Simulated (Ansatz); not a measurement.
# Br⁻ ··· CH5N

The pair of Br⁻ (SMILES [Br-], atom 1) and CH5N (SMILES CN, atoms 2–8), both closed shells, in one local arrangement (a lower one may exist), relaxed at PBE0-D4/def2-TZVPD:

Br1  (1.050, -1.767, -2.434)
C2  (-0.558, 0.634, 0.291)
N3  (0.676, -0.064, 0.604)
H4  (-1.306, 0.023, -0.237)
H5  (-0.335, 1.489, -0.353)
H6  (-1.016, 1.028, 1.206)
H7  (1.028, -0.480, -0.266)
H8  (0.462, -0.864, 1.189)
(Å)

Computed with Ansatz 0.2.0 (basis: def2-TZVPPD, with def2-QZVPPD for the basis limit); correlated methods freeze the cores. Filled d shells of the heavier atoms are correlated. The def2 sets are not built for correlating such inner shells, so the correlated values are less sure here. B3LYP uses VWN-RPA correlation. Extrapolation: Hartree–Fock as exp(−7.88 √X), correlation as X^−2.97. Interaction energies count from these two fragments, frozen as in the pair, with the counterpoise correction; negative means bound.

(1) What is the interaction energy by CCSD(T) at an estimated basis limit (MP2 extrapolated from triple and quadruple zeta, plus CCSD(T) − MP2 in triple zeta)? (To be estimated.)

(2) Which atoms make the shortest contact between the fragments?

The T1 diagnostic stays at or below 0.009.

Answers

(1) By the calculation: -9.05 kcal/mol. Hartree–Fock alone gives -5.43 kcal/mol at the basis limit. It counts from the two fragments frozen as in the pair.

The same quantity by other methods in triple zeta, and each one's difference from that estimate:
| method | E_int (kcal/mol) | difference |
| --- | --- | --- |
| PBE-D4 | -9.71 | -0.66 |
| revPBE-D4 | -9.25 | -0.20 |
| BLYP-D4 | -9.02 | 0.03 |
| r2SCAN-D4 | -9.18 | -0.13 |
| B97M-V | -8.80 | 0.25 |
| PBE0-D4 | -9.31 | -0.26 |
| B3LYP-D4 | -9.00 | 0.05 |
| HSE06-D4 | -9.32 | -0.27 |
| wB97X-V | -8.79 | 0.26 |
| wB97M-V | -8.87 | 0.18 |
| B2PLYP | -7.84 | 1.21 |
| HF | -5.40 | 3.64 |
| MP2 | -8.58 | 0.46 |
| CCSD | -7.83 | 1.22 |
| CCSD(T) | -8.31 | 0.74 |
Differences are method less estimate.

(2) Br1 and H7, 2.52 Å apart.

Energy to bend the free fragments (PBE0-D4 minima) into their shapes in the pair, CCSD(T)/def2-TZVPPD: CH5N 0.31 kcal/mol. This must be added to the interaction energy to get the binding energy from relaxed fragments.

Basis-set superposition shift (counterpoise-corrected less uncorrected): CCSD(T) 1.20; MP2 1.16; HF 0.10; PBE0-D4 0.12; wB97M-V 0.12 kcal/mol.

For scale, one of the runs: CCSD(T)/def2-TZVPPD, 216 basis functions, launched by `ansatz run in.yaml --threads 4 --pin off --events-out ev --progress --plain --max-ram 9574MiB`. Hardware: 4 CPU threads of an Intel Xeon 6975P-C, shared host. Wall time 24 s; peak host memory 3.6 GiB.
